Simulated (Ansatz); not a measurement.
## Cost against result

Saddle point of CH₉AsSi, closed shell (CH₆Si ([CH3][SiH3]) + AsH₃ → SiAsH₅ ([SiH3][AsH2]) + CH₄; bonds formed: Si1–As7, C2–H6; bonds broken: Si1–C2, H6–As7), PBE0-D4/def2-TZVP structure:

```csv
atom,x (Å),y (Å),z (Å)
Si1,-1.2383,-0.0876,-0.0931
C2,0.4357,1.2378,0.2347
H3,-1.5427,-0.4470,-1.4968
H4,-1.6832,-0.9316,1.0402
H5,-2.0319,1.1833,0.1076
H6,0.4415,-0.0682,-0.0005
As7,0.6268,-2.0992,-0.3462
H8,0.0955,1.5965,1.2050
H9,1.5223,1.0998,0.2618
H10,0.1818,1.9236,-0.5727
H11,1.4830,-1.9057,0.9044
H12,1.7097,-1.5017,-1.2443
```

Barriers are electronic and count from the start structure reached by relaxing down the imaginary mode.

Program: Ansatz 0.2.0. Basis: as named in each row. Cores are frozen in the correlated methods. Filled d shells of the heavier atoms are correlated. The def2 sets are not built for correlating such inner shells, so the correlated values are less sure here. B3LYP uses VWN-RPA correlation. Extrapolation: Hartree–Fock as exp(−7.88 √X), correlation as X^−2.97.

Times are rough, for one single point on 4 threads of a shared host (Intel Xeon).

The estimate by CCSD(T) at an estimated basis limit (MP2 extrapolated from triple and quadruple zeta, plus CCSD(T) − MP2 in triple zeta) is 67.49 kcal/mol.

| method | basis | time (s) | barrier (kcal/mol) | method less estimate |
| --- | --- | --- | --- | --- |
| HF | STO-3G | under 1 | 152.09 | 84.60 |
| PBE-D4 | STO-3G | under 1 | 107.64 | 40.14 |
| SPW92 | def2-SVP | 1 | 53.56 | -13.94 |
| PBE-D4 | def2-SVP | 2 | 59.79 | -7.71 |
| B3LYP-D4 | 6-31G | 2 | 76.74 | 9.25 |
| PBE0-D4 | def2-SVP | 2 | 64.79 | -2.70 |
| SPW92 | def2-TZVPP | 3 | 51.60 | -15.89 |
| PBE-D4 | def2-TZVPP | 4 | 57.45 | -10.04 |
| BLYP-D4 | def2-TZVPP | 4 | 63.18 | -4.31 |
| PBE0-D4 | def2-TZVPP | 6 | 62.14 | -5.36 |
| B3LYP-D4 | def2-TZVPP | 6 | 66.75 | -0.74 |
| BHLYP-D4 | def2-TZVPP | 6 | 72.42 | 4.93 |
| r2SCAN-D4 | def2-TZVPP | 6 | 61.60 | -5.89 |
| CAM-B3LYP-D4 | def2-TZVPP | 7 | 70.63 | 3.14 |
| wB97M-V | def2-SVP | 8 | 70.77 | 3.28 |
| r2SCAN0-D4 | def2-TZVPP | 8 | 64.63 | -2.87 |
| RPA on PBE | def2-TZVPP | 8 | 69.83 | 2.33 |
| CCSD(T) | def2-SVP | 10 | 76.62 | 9.13 |
| PBE-QIDH | def2-TZVPP | 11 | 66.27 | -1.23 |
| B97M-V | def2-TZVPP | 12 | 67.21 | -0.29 |
| B2PLYP | def2-TZVPP | 12 | 69.03 | 1.54 |
| wB97X-V | def2-TZVPP | 13 | 70.14 | 2.65 |
| wB97M-V | def2-TZVPP | 13 | 68.39 | 0.90 |
| MP2 | def2-QZVPP | 50 | 65.81 | -1.68 |
| CCSD(T) | def2-TZVPP | 160 | 69.41 | 1.92 |

All methods are single points on the PBE0-D4 structures.

The T1 diagnostic stays at or below 0.012.

Labels in which every atom is bracketed show which atoms are joined, not bond orders.
